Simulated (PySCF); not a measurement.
Can point charges reproduce the dipole moment of 2-chloro-3-methylthiophene (`CC1=C(Cl)SC=C1`)?

Coordinates (GFN2-xTB, Å) and charges (e) from the PBE0/pcSseg-1 density (PySCF):

```
atom       x       y       z  Mulliken      IAO  Hirshfeld  ESP-fitted
  C1  -1.603  -0.608  -0.028   -0.0874  -0.4275    -0.1181     -0.5336
  C2  -0.242   0.002  -0.020   -0.1551  -0.0218    -0.0222     +0.4361
  C3   0.968  -0.733   0.095   -0.0267  -0.1843    -0.0732     -0.3740
  C4   2.077   0.045   0.090   -0.2494  -0.3177    -0.0844     -0.2615
  S5   1.701   1.718  -0.055   +0.3353  +0.3423    +0.0960     +0.1074
  C6   0.008   1.339  -0.109   -0.3584  -0.2068    -0.0329     -0.2773
 Cl7  -1.157   2.585  -0.264   -0.0640  +0.0049    -0.0166     +0.0096
  H8  -2.285  -0.009  -0.626   +0.1332  +0.1591    +0.0391     +0.1418
  H9  -1.998  -0.660   0.986   +0.1414  +0.1592    +0.0482     +0.1534
 H10  -1.562  -1.616  -0.432   +0.1227  +0.1533    +0.0499     +0.1548
 H11   0.992  -1.805   0.175   +0.0800  +0.1625    +0.0572     +0.2100
 H12   3.103  -0.256   0.161   +0.1284  +0.1768    +0.0570     +0.2331
```

**Question.** Form Σ q r in debye for every column and set it beside the full dipole.

**Answer.** The full density gives (0.31, -1.73, 0.19) D, 1.77 D in size; dipole vectors point from the negative to the positive end.

| scheme | μx | μy | μz | size (D) | share of the full size (%) | angle to the full dipole (°) |
| --- | --- | --- | --- | --- | --- | --- |
| Mulliken | -0.12 | -2.30 | 0.27 | 2.32 | 131 | 13 |
| IAO | 1.04 | 0.06 | 0.08 | 1.04 | 59 | 82 |
| Hirshfeld | 0.48 | -0.15 | 0.06 | 0.51 | 29 | 62 |
| ESP-fitted | 0.35 | -1.76 | 0.18 | 1.80 | 102 | 1 |

**Question.** Which set comes closest?

**Answer.** Length of the difference vector: ESP-fitted 0.05 D, Mulliken 0.72 D, Hirshfeld 1.59 D, IAO 1.93 D. Closest: ESP-fitted. 

**Question.** What is left for the Hirshfeld atoms' own dipoles?

**Answer.** The shares of the density sum to the whole, so what Σ q r misses lies in dipoles about the nuclei. The atomic dipoles sum to (0.31, -1.73, 0.19) − (0.48, -0.15, 0.06) = (-0.17, -1.58, 0.13) D, 1.59 D in size.

**Question.** With the origin at the mean of the coordinates, (0.000, 0.000, -0.002) Å, which are the largest single terms, by size, of the IAO dipole along the direction of the full one?

**Answer.** S5 -2.28, H11 +1.53, C6 +1.31, H10 +0.93, C3 -0.80 D; all 12 atoms together +0.14 D. The single terms depend on the origin, their sum doesn't.

**Question.** Give the size of the full dipole in other units.

**Answer.** 1.77 D = 0.695 au = 0.368 e·Å = 5.90 × 10⁻³⁰ C·m.

Geometry: GFN2-xTB; no solvent, vibrations or thermal averaging. GFN2-xTB frequencies show an imaginary mode (40i cm⁻¹), so this geometry is no minimum at that level.
